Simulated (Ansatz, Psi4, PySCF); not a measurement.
Cl3Sb, charge +1, doublet, geometry from GFN2-xTB (a state made from the parent by changing its charge; the spin is typed, not shown lowest) (core potentials on Sb). Base run: B97M-V/def2-SVPD in PySCF.

Input for PySCF:
```python
from pyscf import gto, scf, dft

mol = gto.M(
    atom='''
Sb    0.00321780   -0.00060931    0.45841300
Cl   -1.88737745   -1.03661953   -0.44656592
Cl    0.04063205    2.15098423   -0.45586257
Cl    1.83709199   -1.11253676   -0.47281051
''',
    basis='def2-svpd',
    ecp={'Sb': 'def2-svpd'},
    charge=1,
    spin=1,
    verbose=4,
)

mf = dft.UKS(mol)
mf.xc = 'b97m_v'
mf.kernel()
```

The same geometry, method and basis name were run in Ansatz (an electronic-structure program) and Psi4 and PySCF, at each program's defaults and at the settings that a row names. The base is PySCF at its defaults. Differences at the defaults can come from grids, fitting, cores and function types together.

```
code and settings                                                                             ΔE vs base (mEh)  basis functions       E (Eh)  SCF cycles
--------------------------------------------------------------------------------------------  ----------------  ---------------  -----------  ----------
PySCF, defaults (exact integrals, its default grid, spherical functions)                                 0.000              113  -1619.81981          14
Psi4, defaults (density fitting with its default set, its default grid, spherical functions)             0.127              113  -1619.81968          11
Ansatz, defaults (factorised integrals, its default grid, spherical functions)                          -0.019              113  -1619.81983           -
PySCF, density fitting with def2-universal-jkfit                                                        -0.051              113  -1619.81986          14
PySCF, fine grid                                                                                        -0.013              113  -1619.81983          12
Psi4, exact integrals, spherical functions, fine grid                                                   -0.022              113  -1619.81983          13
Ansatz, high accuracy                                                                                   -0.014              113  -1619.81983           -
```

Open shells are given as the SCF converged; they aren't shown to be the lowest states, and a large step between rows can be another state.
